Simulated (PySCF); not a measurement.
Isomers of C5H14GeO side by side.

PySCF, wB97X-D/def2-SVPD, density fitting, gas phase; each molecule at its own PBE0-D3(BJ)/def2-SVP geometry, one conformer. Singlet excitations by full TDDFT with frozen cores, triplets by Tamm–Dancoff TDDFT and ionisation energies by ΔSCF, from the lowest of the holes tried. 

Torsions of the conformers computed, which needn't be the lowest (atom-mapped SMILES):
- `[CH3:1][C:2]([CH3:3])([CH3:4])[CH2:5][O:6][GeH3:7]`: C1–C2–C5–O6 -60°, C2–C5–O6–Ge7 179°
- `[CH3:1][CH:2]([CH3:3])[CH2:4][CH2:5][O:6][GeH3:7]`: C1–C2–C4–C5 60°, C2–C4–C5–O6 57°, C4–C5–O6–Ge7 -175°
- `[CH3:1][CH:2]([CH3:3])[C@@H:4]([CH3:5])[O:6][GeH3:7]`: C1–C2–C4–C5 -178°, C2–C4–O6–Ge7 149°
- `[CH3:1][CH2:2][CH2:3][Ge@H:4]([CH3:5])[O:6][CH3:7]`: C1–C2–C3–Ge4 178°, C2–C3–Ge4–C5 57°, C3–Ge4–O6–C7 -60°
- `[CH3:1][CH2:2][CH2:3][C@@H:4]([CH3:5])[O:6][GeH3:7]`: C1–C2–C3–C4 174°, C2–C3–C4–C5 63°, C3–C4–O6–Ge7 75°

Reference: `CC(C)(C)C[O][GeH3]`, with HOMO energy -9.62 eV, LUMO energy 1.79 eV, lowest singlet excitation 6.73 eV, lowest triplet excitation 6.43 eV, mean polarisability 97.1 au, dipole moment 1.08 D and vertical ionisation energy 9.77 eV.

Changes against it:

| molecule | Δ electronic energy (kcal/mol) | Δ HOMO energy (eV) | Δ LUMO energy (eV) | Δ lowest singlet excitation (eV) | Δ lowest triplet excitation (eV) | Δ mean polarisability (au) | Δ dipole moment (D) | Δ vertical ionisation energy (eV) |
| --- | --- | --- | --- | --- | --- | --- | --- | --- |
| CC[CH2][Ge@H]([CH3])[O]C | -7.8 | +0.39 | +0.34 | +0.38 | +0.41 | -1.0 | +0.31 | -0.41 |
| CCC[C@@H](C)[O][GeH3] | +0.1 | +0.15 | +0.02 | +0.08 | +0.06 | -0.1 | +0.10 | -0.22 |

Rows whose labels were lost:

```json
{"row": "P", "Δ electronic energy (kcal/mol)": "-0.4", "Δ HOMO energy (eV)": "+0.09", "Δ LUMO energy (eV)": "+0.01", "Δ lowest singlet excitation (eV)": "+0.06", "Δ lowest triplet excitation (eV)": "+0.03", "Δ mean polarisability (au)": "-0.6", "Δ dipole moment (D)": "-0.07", "Δ vertical ionisation energy (eV)": "-0.18"}
{"row": "Q", "Δ electronic energy (kcal/mol)": "+1.9", "Δ HOMO energy (eV)": "+0.03", "Δ LUMO energy (eV)": "+0.01", "Δ lowest singlet excitation (eV)": "-0.01", "Δ lowest triplet excitation (eV)": "-0.01", "Δ mean polarisability (au)": "+0.1", "Δ dipole moment (D)": "-0.02", "Δ vertical ionisation energy (eV)": "-0.02"}
```

Task: Which row belongs to which of `CC(C)CC[O][GeH3]` and `CC(C)[C@@H](C)[O][GeH3]`?

Result: P = `CC(C)[C@@H](C)[O][GeH3]` and Q = `CC(C)CC[O][GeH3]`. P and Q are told apart most clearly by the electronic energy (-0.4 against +1.9 kcal/mol); P lies nearest to the labelled row of `CCC[C@@H](C)[O][GeH3]`.

wB97X-D is run here without its empirical dispersion term; that term would change no orbital, density or response property at a fixed geometry.
